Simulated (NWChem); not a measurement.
System meant: CH3BO anion, doublet; SMILES of the neutral closed-shell parent B.[O+]#[C-]

Here is an NWChem input.

```
start job
memory heap 200 mb stack 900 mb global 1100 mb
charge -1
geometry units angstroms noautoz
  B      0.022916    -1.363493    -0.021908
  H     -0.361059    -1.849928    -1.090829
  H      1.132179    -1.837601     0.245062
  H     -0.793570    -1.559765     0.892714
  O     -0.229327     1.220485     0.236966
  C      0.224744     0.225469    -0.261983
end
basis spherical
  * library def2-svp
end
dft
  odft
  mult 2
  xc xpbe96 cpbe96
  iterations 4
  mulliken
end
task dft energy
```

End of the output:

```
     --------------------------
     Expectation value of S2:
     --------------------------
      <S2> =      0.7514 (Exact =     0.7500)

 center of mass
 --------------
 x =   0.02266659 y =   0.16659137 z =   0.00000000

 moments of inertia (a.u.)
 ------------------
         203.245063345499          -0.000000505108           0.000000000000
          -0.000000505108          23.249857235149           0.000000000000
           0.000000000000           0.000000000000         212.046646718641

     Multipole analysis of the density
     ---------------------------------

     L   x y z        total         alpha         beta         nuclear
     -   - - -        -----         -----         ----         -------
     0   0 0 0     -1.000000    -12.000000    -11.000000     22.000000

     1   1 0 0     -0.006992     -0.338916      0.331924      0.000000
     1   0 1 0      1.118335      0.233167      0.885168     -0.000000
     1   0 0 1     -0.000000     -0.000000     -0.000000      0.000000

     2   2 0 0    -18.649575    -16.813554    -13.550817     11.714796
     2   1 1 0     -0.521362     -1.037556     -0.143844      0.660039
     2   1 0 1      0.000000     -0.000000      0.000000      0.000000
     2   0 2 0    -24.479683    -69.363103    -66.137658    111.021078
     2   0 1 1     -0.000000     -0.000000     -0.000000      0.000000
     2   0 0 2    -16.872825    -12.346303    -11.694569      7.168047

 ------------------------------------------------------------------------
 dft energy failed                                                                                  0
 ------------------------------------------------------------------------
 ------------------------------------------------------------------------
  current input line :
    22: task dft energy
 ------------------------------------------------------------------------
 ------------------------------------------------------------------------
 This type of error is most commonly associated with calculations not reaching convergence criteria
 ------------------------------------------------------------------------
 For more information see the NWChem manual at https://nwchemgit.github.io

0:dft energy failed:Received an Error in Communication
```

### Question
Can this run be used? If not, why, and what is the fix?

### Answer
The run did not converge; its last values are not results. Cause: the SCF was allowed too few iterations. This input runs:
```
start job
memory heap 200 mb stack 900 mb global 1100 mb
charge -1
geometry units angstroms noautoz
  B      0.022916    -1.363493    -0.021908
  H     -0.361059    -1.849928    -1.090829
  H      1.132179    -1.837601     0.245062
  H     -0.793570    -1.559765     0.892714
  O     -0.229327     1.220485     0.236966
  C      0.224744     0.225469    -0.261983
end
basis spherical
  * library def2-svp
end
dft
  odft
  mult 2
  xc xpbe96 cpbe96
  iterations 150
  mulliken
end
task dft energy
```
It converges to -139.67535 Ha (PBE/def2-SVP, spin-unrestricted).
